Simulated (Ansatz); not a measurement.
Molecule: pyridin-3-ylsilane, C$_{5}$H$_{7}$NSi, net charge 0, singlet state. 
Structure (B3LYP-D3(BJ)/def2-TZVP (Ansatz, a quantum-chemistry and plane-wave program) minimum search):
```
C
C 1 1.3983
H 2 1.0842 1 120.58
C 2 1.3855 3 119.72 1 -180.00
H 4 1.0820 2 121.24 3 0.00
C 4 1.3907 5 120.31 2 -180.00
N 6 1.3315 4 123.29 5 180.00
C 7 1.3333 6 117.48 4 0.00
H 6 1.0850 7 116.28 8 -180.00
H 8 1.0856 7 115.44 6 180.00
Si 1 1.8719 2 122.15 3 0.00
H 11 1.4803 1 109.00 2 180.00
H 11 1.4824 12 109.48 10 -120.91
H 11 1.4824 12 109.48 13 -118.18
```
Charge 0, spin multiplicity 1.

Computed values are from Ansatz. Correlated levels leave the core frozen unless marked. Open shells are spin-unrestricted. No spin-orbit coupling. No relativistic terms. CBS(X,Y): correlation extrapolated as X^-3; Hartree-Fock from the larger set.

| Item | Value |
|---|---|
| atomisation energy De | 1444.3 kcal/mol at CCSD(T)/CBS(cc-pV(T+d)Z,cc-pV(Q+d)Z) |
| total energy | -538.2183 Eh at CCSD(T)/CBS(cc-pV(T+d)Z,cc-pV(Q+d)Z) |
| dipole moment | 1.97 D at CCSD(T)/aug-cc-pV(D+d)Z |
| T1 diagnostic | 0.013 at CCSD/cc-pV(Q+d)Z |

The Hartree-Fock reference is unstable (checked in the largest basis), which strains HF and MP2.
